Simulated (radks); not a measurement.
Task: Coherent X-ray form factor from a spherical all-electron density. Method: non-relativistic Kohn-Sham, LB94 model potential, spin-unpolarised, spherical densities, point nucleus; computed with a radial shooting solver on a logarithmic mesh with Libxc functionals.

sin(theta)/lambda (1/angstrom)  f0 (electrons)
0.05                                    27.805
0.1                                     27.234
0.15                                    26.328
0.2                                     25.150
0.25                                    23.772
0.3                                     22.269
0.4                                     19.156
0.5                                     16.231
0.6                                     13.718
0.8                                     10.112
1                                        8.026
1.25                                     6.612
1.5                                      5.742
2                                        4.368

The species is in the configuration that NIST lists as its ground one. Which atom or ion scatters so?

Result: The germanium ion Ge4+, [Ar] 3d10. Extrapolating in s^2 from the first two rows gives f0(0) = 28.0, near the electron count 28; among species with that count, the fall with angle is slower the higher Z, and the table is that of Z = 32; from so few rows the species is fixed only to a neighbour or two.
